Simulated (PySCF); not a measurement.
C4H9FSi, SMILES CC/C=C(\F)[SiH3].

Geometry: PBE0-D3(BJ)/def2-SVP. The structure was generated by enumeration; whether it is a known compound was not checked. One conformer was computed; it need not be the lowest.

The numbers are results of PBE/def2-TZVP in PySCF, not measurements.

The total energy comes out as -546.78962 hartree. The highest occupied level is -6.12 eV and the lowest empty level comes out as -1.14 eV. The orbital gap comes out as 4.98 eV, the dipole moment is 1.35 D and the quadrupole, principal values (traceless, Buckingham form, about the centre of nuclear charge) is -2.16, -0.86, 3.02 D·Å. The mean static polarisability is 81.7 bohr³ (12.10 Å³). The polarisability, principal values comes out as 64.5, 70.9, 109.7 bohr³.
